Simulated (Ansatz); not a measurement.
`B[SiH2]B[SiH](F)F`, relaxed with RKS PBE0-D4/def2-TZVP in Ansatz from a PBE-D4/def2-SVP geometry. The force threshold is 0.005 eV/Å; the program also tests the step.

Charge 0, multiplicity 1.

Start:

```xyz
12

B    -0.636   -0.458   -1.970
Si    0.568    0.918   -1.101
B    -0.319    0.879    0.690
Si    0.194   -0.614    1.934
F    -0.966   -0.990    3.025
F     0.392   -1.959    1.011
H    -1.658   -0.112   -2.528
H    -0.351   -1.634   -1.902
H     1.988    0.414   -1.033
H     0.509    2.259   -1.786
H    -1.190    1.682    0.960
H     1.468   -0.386    2.699
```

```tsv
step	energy (eV)	largest force (eV/Å)	largest move (Å)
1	-22630.1845	1.330	0.000
2	-22630.2521	0.999	0.070
3	-22630.2756	0.236	0.066
4	-22630.2820	0.065	0.036
5	-22630.2826	0.069	0.035
6	-22630.2838	0.043	0.031
7	-22630.2845	0.026	0.031
8	-22630.2852	0.022	0.045
9	-22630.2857	0.027	0.051
10	-22630.2860	0.056	0.055
11	-22630.2861	0.071	0.033
13	-22630.2865	0.040	0.012
15	-22630.2868	0.006	0.022
17	-22630.2872	0.047	0.046
19 (rejected)	-22630.2871	0.069	0.054
21	-22630.2875	0.024	0.042
23	-22630.2876	0.009	0.014
25	-22630.2877	0.019	0.025
27	-22630.2877	0.013	0.012
29	-22630.2877	0.006	0.006
31	-22630.2877	0.007	0.001
32	-22630.2877	0.003	0.003
```

End:

```xyz
12

B    -0.755   -0.385   -2.092
Si    0.544    0.833   -1.147
B    -0.255    0.792    0.683
Si    0.251   -0.612    2.021
F    -1.021   -1.161    2.813
F     0.896   -1.885    1.308
H    -1.672    0.061   -2.713
H    -0.643   -1.569   -1.998
H     1.910    0.238   -1.152
H     0.584    2.200   -1.736
H    -1.073    1.609    0.990
H     1.234   -0.122    3.021
```

Hardware: 4 threads of an Intel Xeon Platinum 8488C on a shared host. Wall time 100 s, peak host memory 0.75 GiB.
